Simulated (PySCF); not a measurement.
Match each property card to its molecule.

Structures:
1. `CC#C[C@](C)(F)C(F)=C(F)F`
2. `CO[Si@H](C)O[SiH2]P`
3. `Cn1nnc2ccc([SiH3])cc21`
4. `C=C[P@](=O)([O-])C1CCC1`

Card P (geometry GFN2-xTB):
- Rotational constants A, B, C: 2.397, 0.754, 0.684 GHz
- HOMO energy (PBE0/pcSseg-1): -7.41 eV
- Point group: C1
- Isotropic shieldings of nuclei other than C and H, by class (GIAO PBE0/pcSseg-1): 279 (1 O), 307 (1 O), 371 (1 Si), 372 (1 Si), 604 (1 P) ppm

Card Q (geometry GFN2-xTB):
- Rotational constants A, B, C: 1.486, 0.659, 0.630 GHz
- Point group: C1
- Isotropic shieldings of nuclei other than C and H, by class (GIAO PBE0/pcSseg-1): 272 (1 F), 288 (1 F), 355 (1 F), 369 (1 F) ppm
- HOMO energy (PBE0/pcSseg-1): -7.39 eV
- Dipole moment (PBE0/pcSseg-1): 2.78 D

Card R (geometry GFN2-xTB):
* Rotational constants A, B, C: 2.243, 1.174, 0.991 GHz
* Point group: C1
* Isotropic shieldings of nuclei other than C and H, by class (GIAO PBE0/pcSseg-1): 193 (1 O), 231 (1 O), 320 (1 P) ppm
* HOMO energy (PBE0/pcSseg-1): -2.06 eV

Card S (geometry GFN2-xTB):
- Rotational constants A, B, C: 2.069, 0.643, 0.495 GHz
- HOMO energy (PBE0/pcSseg-1): -7.07 eV
- 13C chemical shifts (computed TMS as zero) by class (GIAO PBE0/pcSseg-1): 152.5 (1 C), 140.5 (1 C), 134.4 (1 C), 132.3 (1 C), 125.8 (1 C), 120.2 (1 C), 34.6 (1 C) ppm
- Dipole moment (PBE0/pcSseg-1): 3.74 D
- Isotropic shieldings of nuclei other than C and H, by class (GIAO PBE0/pcSseg-1): -154 (1 N), -106 (1 N), 30 (1 N), 416 (1 Si) ppm

Species are written as SMILES; each is one conformer at its optimised geometry, gas phase, non-relativistic unless stated; the electronic structure was computed with PySCF and density fitting. NMR classes are plain means over equivalent atoms (diastereotopic ones count apart unless rotation or inversion swaps them), as if these changed places fast.

**Question.** Which card belongs to which structure?

**Answer.** P = 2, Q = 1, R = 4, S = 3. What ties each card to its structure:
- 1 (card Q), C7H6F4, monoisotopic mass 166.0 u, 11 heavy atoms: an asymmetric top with C = 0.630 GHz; dipole 2.78 D.
- 2 (card P), C2H11O2PSi2, monoisotopic mass 154.0 u, 7 heavy atoms: an asymmetric top with C = 0.684 GHz.
- 3 (card S), C7H9N3Si, monoisotopic mass 163.1 u, 11 heavy atoms: 7 C in 7 classes; the least shielded carbon (152.5 ppm) is a ring-fusion aromatic carbon; an asymmetric top with C = 0.495 GHz, the lowest such constant on the cards; dipole 3.74 D.
- 4 (card R), [C6H10O2P]-, monoisotopic mass 145.0 u, 9 heavy atoms: a HOMO at -2.06 eV for the only species of charge -1; an asymmetric top with C = 0.991 GHz, the highest such constant on the cards.
